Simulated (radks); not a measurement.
Results of a calculation; reference values are marked as such.
Yb XIX, 52 electrons, occupied as [Kr] 4d10 4f6. Code: a radial shooting solver on a logarithmic mesh with Libxc functionals. Model: scalar-relativistic Kohn-Sham, LDA (Slater exchange, VWN5 correlation), spin-polarised, spherical densities, finite nucleus; open shells are filled with parallel spins first (spin-orbit coupling, left out, can overturn this in heavy ions); Fermi nuclear charge, rms radius 5.3108 fm.

X-ray form factor f0, the Fourier transform of the density (f0(0) = 52):

sin(theta)/lambda (1/angstrom),f0 (electrons)
0.05,51.846
0.1,51.388
0.15,50.641
0.2,49.624
0.25,48.367
0.3,46.902
0.4,43.504
0.5,39.742
0.6,35.911
0.8,28.924
1,23.576
1.25,19.211
1.5,16.557
2,13.075
